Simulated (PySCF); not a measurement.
A geometry optimisation, step by step.

Species: C7H9Br.
Numbering: `[CH2:1]=[CH:2]/[CH:3]=[CH:4]/[C:5](=[CH2:6])[CH2:7][Br:8]` (hydrogens: H9, H10 on C1; H11 on C2; H12 on C3; H13 on C4; H14, H15 on C6; H16, H17 on C7)

Method: PBE0-D3(BJ)/def2-SVP geometry optimisation, gas phase in PySCF 2.14.0; density fitting, grid level 1; the optimiser is geomeTRIC in internal coordinates, started from a GFN2-xTB structure. The frame can shift and turn from step to step; on so coarse a grid that alone can change the energy by a few meV, and forces under 0.02 eV/Å are noise.

Step 0: E = -77420.1611 eV, largest atomic force 0.644 eV/Å
```
atom  x, y, z in Å  |  force x, y, z in eV/Å
C1     -3.134    1.268   -0.075   -0.175   0.042   0.013
C2     -2.306    0.273    0.237    0.302  -0.037  -0.048
C3     -0.892    0.308   -0.027   -0.252  -0.188   0.045
C4     -0.059   -0.692    0.303    0.234   0.023  -0.058
C5      1.373   -0.729    0.091    0.002   0.508  -0.201
C6      2.103   -1.773    0.500    0.059  -0.078  -0.042
C7      2.041    0.427   -0.579   -0.070   0.051   0.467
Br8     2.123    1.992    0.618    0.045  -0.065  -0.144
H9     -4.187    1.223    0.139   -0.601  -0.072   0.135
H10    -2.779    2.167   -0.553    0.255   0.494  -0.273
H11    -2.686   -0.619    0.720   -0.221  -0.387   0.222
H12    -0.531    1.208   -0.507    0.302   0.393  -0.188
H13    -0.467   -1.568    0.792   -0.249  -0.353   0.220
H14     3.171   -1.813    0.366    0.592   0.046  -0.104
H15     1.648   -2.622    0.980   -0.325  -0.476   0.288
H16     1.501    0.761   -1.464   -0.115   0.124  -0.242
H17     3.075    0.201   -0.833    0.216  -0.025  -0.088
```

Step 1: E = -77420.2147 eV, largest atomic force 0.137 eV/Å
```
atom  x, y, z in Å  |  force x, y, z in eV/Å
C1     -3.199    1.196   -0.306   -0.029   0.072  -0.032
C2     -2.358    0.201    0.014   -0.060  -0.088   0.057
C3     -0.933    0.230   -0.232    0.087   0.095  -0.047
C4     -0.094   -0.771    0.108   -0.056  -0.032   0.044
C5      1.346   -0.803   -0.112    0.010  -0.036  -0.008
C6      2.077   -1.861    0.291    0.040  -0.039   0.042
C7      2.016    0.326   -0.824    0.052   0.040  -0.111
Br8     2.201    1.931    0.283   -0.027   0.010   0.030
H9     -4.270    1.133   -0.095    0.029  -0.008  -0.008
H10    -2.837    2.110   -0.788   -0.017  -0.027   0.018
H11    -2.753   -0.701    0.499    0.015   0.036  -0.022
H12    -0.538    1.139   -0.702   -0.013  -0.041   0.019
H13    -0.514   -1.655    0.603    0.019   0.023  -0.015
H14     3.159   -1.899    0.140   -0.035  -0.003  -0.011
H15     1.609   -2.713    0.792    0.013   0.025  -0.013
H16     1.455    0.650   -1.712    0.025  -0.028   0.049
H17     3.038    0.062   -1.121   -0.050  -0.001   0.007
```

Step 2: E = -77420.2150 eV, largest atomic force 0.069 eV/Å
```
atom  x, y, z in Å  |  force x, y, z in eV/Å
C1     -3.188    1.204   -0.311   -0.009  -0.015   0.005
C2     -2.352    0.206    0.013   -0.005   0.030  -0.009
C3     -0.924    0.232   -0.226   -0.049  -0.043   0.023
C4     -0.096   -0.778    0.117    0.045   0.034  -0.011
C5      1.343   -0.813   -0.110    0.039  -0.026   0.010
C6      2.085   -1.864    0.290   -0.029   0.001   0.003
C7      2.001    0.323   -0.825    0.011   0.012  -0.027
Br8     2.161    1.929    0.287    0.011   0.002   0.004
H9     -4.259    1.138   -0.109   -0.005   0.012  -0.004
H10    -2.823    2.120   -0.788   -0.001  -0.005   0.002
H11    -2.752   -0.695    0.492    0.003   0.005  -0.003
H12    -0.521    1.137   -0.694   -0.014  -0.015   0.008
H13    -0.521   -1.659    0.611    0.002   0.008  -0.006
H14     3.165   -1.896    0.125   -0.002  -0.001   0.001
H15     1.629   -2.717    0.799   -0.003  -0.001  -0.002
H16     1.434    0.638   -1.710    0.004  -0.002  -0.003
H17     3.024    0.069   -1.124    0.004   0.003   0.008
```

Step 3: E = -77420.2158 eV, largest atomic force 0.031 eV/Å
```
atom  x, y, z in Å  |  force x, y, z in eV/Å
C1     -3.195    1.201   -0.309    0.004  -0.016   0.004
C2     -2.355    0.205    0.014    0.002   0.020  -0.005
C3     -0.927    0.235   -0.227   -0.012  -0.026   0.011
C4     -0.094   -0.771    0.113    0.011   0.022   0.000
C5      1.346   -0.809   -0.112    0.012  -0.008   0.005
C6      2.081   -1.864    0.292   -0.014   0.006  -0.002
C7      2.011    0.323   -0.826   -0.004   0.003  -0.010
Br8     2.175    1.929    0.286    0.005  -0.003   0.001
H9     -4.266    1.131   -0.105   -0.005   0.007  -0.002
H10    -2.834    2.117   -0.785    0.001   0.000  -0.001
H11    -2.751   -0.698    0.493    0.000  -0.001   0.000
H12    -0.528    1.142   -0.695   -0.003  -0.001  -0.001
H13    -0.517   -1.653    0.607   -0.001  -0.003  -0.002
H14     3.161   -1.903    0.129    0.003  -0.001   0.001
H15     1.618   -2.714    0.800   -0.003  -0.002  -0.001
H16     1.448    0.640   -1.713   -0.003   0.001  -0.005
H17     3.033    0.065   -1.123    0.008   0.001   0.007
```

Step 4: E = -77420.2159 eV, largest atomic force under 0.02 eV/Å
```
atom  x, y, z in Å  |  force x, y, z in eV/Å
C1     -3.196    1.200   -0.310    0.000   0.005  -0.004
C2     -2.356    0.205    0.016   -0.004  -0.003   0.003
C3     -0.929    0.234   -0.226    0.002   0.001  -0.004
C4     -0.093   -0.770    0.115   -0.008   0.012  -0.002
C5      1.346   -0.807   -0.112   -0.001  -0.010   0.003
C6      2.079   -1.864    0.290    0.008  -0.004  -0.002
C7      2.013    0.324   -0.826    0.000  -0.001  -0.004
Br8     2.181    1.928    0.287   -0.001   0.002   0.002
H9     -4.267    1.135   -0.108    0.003  -0.005   0.002
H10    -2.832    2.113   -0.790    0.000   0.002   0.000
H11    -2.753   -0.697    0.498    0.001   0.001   0.000
H12    -0.532    1.140   -0.696   -0.001   0.001   0.001
H13    -0.514   -1.653    0.610    0.002   0.002   0.001
H14     3.158   -1.907    0.129   -0.001   0.000  -0.002
H15     1.612   -2.714    0.796    0.000   0.001   0.001
H16     1.450    0.643   -1.713    0.001  -0.003   0.002
H17     3.035    0.065   -1.122   -0.002  -0.001   0.002
```

Task: Summarise the path.

Result: The energy falls by 0.0548 eV from step 0 to step 4; nine tenths of that is first reached at step 1. It falls at every step. The largest force goes from 0.644 to under 0.02 eV/Å. Among the bonds C6–H15 changes most (a near tie, within 0.001 Å, with another), from 1.076 to 1.093 Å; the atoms move by 0.042 Å rms after alignment.

Task: Follow the three bonds and two angles with the largest change from start to end.

Result: 
| step | E above end (eV) | largest force (eV/Å) | C6–H15 (Å) | C1–H10 (Å) | C1–H9 (Å) | C5–C7–Br8 (°) | C4–C3–H12 (°) |
| --- | --- | --- | --- | --- | --- | --- | --- |
| 0 | 0.0548 | 0.644 | 1.076 | 1.078 | 1.076 | 111.1 | 121.5 |
| 1 | 0.0011 | 0.137 | 1.094 | 1.096 | 1.093 | 113.1 | 119.9 |
| 2 | 0.0008 | 0.069 | 1.093 | 1.094 | 1.092 | 112.8 | 120.0 |
| 3 | 0.0001 | 0.031 | 1.093 | 1.094 | 1.092 | 112.7 | 120.0 |
| 4 | 0.0000 | under 0.02 | 1.093 | 1.094 | 1.092 | 112.7 | 119.9 |

What follows is the cost of the whole optimisation. The run took 59 s wall on AMD EPYC 7R43, one thread, on a shared host, and the process peaked at 0.82 GiB of memory.
